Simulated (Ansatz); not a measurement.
`O[SiH2]B(F)F` + CH₃SH → `CSB(F)F` + `O[SiH3]` at 500 K and 1 bar (cleavage of the B–Si bond).

Program: Ansatz. Geometries: PBE0-D4/def2-TZVP. ΔE: electronic, gas phase. CCSD(T)/CBS is the MP2 limit (def2-TZVPP, def2-QZVPP) plus CCSD(T) − MP2 in def2-TZVPP, frozen cores. This one scheme is used for every species. One conformer a species, not always the lowest.

```csv
species,CCSD(T)/CBS energy (Eh),H − E (kJ/mol),S (J/(mol·K))
`O[SiH2]B(F)F`,-590.59047,150.2,403.4
CH₃SH,-438.22835,145.1,283.7
`CSB(F)F`,-662.16308,167.4,382.8
`O[SiH3]`,-366.69042,127.5,292.9
```

H − E and S are ideal-gas, rigid-rotor, harmonic terms from PBE0-D4/def2-TZVP, for one conformer and one mirror image of each species. 1 Eh = 2625.50 kJ/mol, R = 8.31446 J/(mol·K).

Problem. By hand: ΔE, ΔH, ΔS and ΔG.

Solution. ΔE = (-662.16308) + (-366.69042) − (-590.59047) − (-438.22835) = -0.03468 Eh = -91.1 kJ/mol. Δ(H − E) = 167.4 + 127.5 − 150.2 − 145.1 = -0.4, so ΔH = -91.5 kJ/mol. ΔS = 382.8 + 292.9 − 403.4 − 283.7 = -11.4 J/(mol·K). ΔG = -91.5 − 500 × (-11.4)/1000 = -85.8 kJ/mol.

Problem. By hand: the equilibrium constant, and the temperature at which ΔG would vanish if ΔH and ΔS stayed fixed.

Solution. log₁₀ K = −ΔG/(RT ln 10) = 9.0. ΔG = 0 at ΔH/ΔS = 8026 K, far beyond where these terms or the molecules hold.

The number of gas molecules stays the same, so ΔS is small and ΔH decides. A doubt of 5 kJ/mol in ΔE shifts log₁₀ K by 0.5 here. Other conformers and mirror images would add mixing entropy, several J/(mol·K) or more a flexible species. Modes under 60 cm⁻¹, often nearly free rotors, make the harmonic entropy too high. These are equilibria of isolated gas molecules and say nothing of rates. Largest T1 diagnostic: 0.013 (customary marks: 0.02 for closed shells, 0.045 for open ones).
